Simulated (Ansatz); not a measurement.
Relaxation of F2Ge2H5 (9 atoms, charge 0, multiplicity 2), to a largest force component of 0.03 eV/Å in at most 50 steps.

Level of theory: UKS PBE/def2-SVP in Ansatz.

```xyz
9
Properties=species:S:1:pos:R:3
Ge -0.015 -0.019 -0.256
F 0.087 0.074 2.615
H 1.471 0.066 -0.715
H -0.743 1.313 -0.607
Ge -1.178 -2.036 -0.990
H -1.930 -2.678 0.204
H -2.211 -1.693 -2.099
H -0.145 -3.055 -1.538
F 0.142 0.192 3.940
```

Task: Where does it end, and by what steps?

Result: The run converged. The force dipped under the threshold on the way, but the program's further checks kept it going. After 31 steps the energy has fallen by 5.945 eV; F9 moved furthest, 2.08 Å. Parted: Ge1–Ge5 (2.44 → 3.62 Å). Joined: Ge1–F2 (2.87 → 1.76 Å), Ge1–F9 (4.20 → 1.75 Å).

```csv
step,energy less start (eV),largest force component (eV/Å),accepted
0,0.0000,5.861,yes
2,-1.4108,3.972,yes
4,-2.8198,3.136,yes
6,-3.2286,0.854,yes
8,-3.3223,0.098,yes
10,-3.4102,0.150,yes
12,-3.4982,0.182,yes
14,-3.5848,0.153,yes
16,-3.6679,0.477,yes
18,-4.7701,3.306,yes
20,-5.7455,0.997,yes
22,-5.8850,0.604,yes
24,-5.9319,0.195,yes
26,-5.9377,0.035,yes
28,-5.9433,0.046,yes
30,-5.9448,0.053,yes
31,-5.9450,0.026,yes
```

```xyz
9
Properties=species:S:1:pos:R:3
Ge 0.203 0.411 0.978
F -0.084 -1.219 1.580
H 1.246 0.335 -0.157
H -1.161 1.094 0.744
Ge -1.313 -2.110 -1.125
H -2.450 -2.538 -0.159
H -1.833 -1.954 -2.586
H -0.095 -3.070 -1.054
F 0.964 1.216 2.333
```

Whether the end is a true minimum wasn't checked by a vibrational analysis.

The run took 61 s on 4 threads of Arm Neoverse V2, with other jobs on the host, peak memory 0.21 GiB.
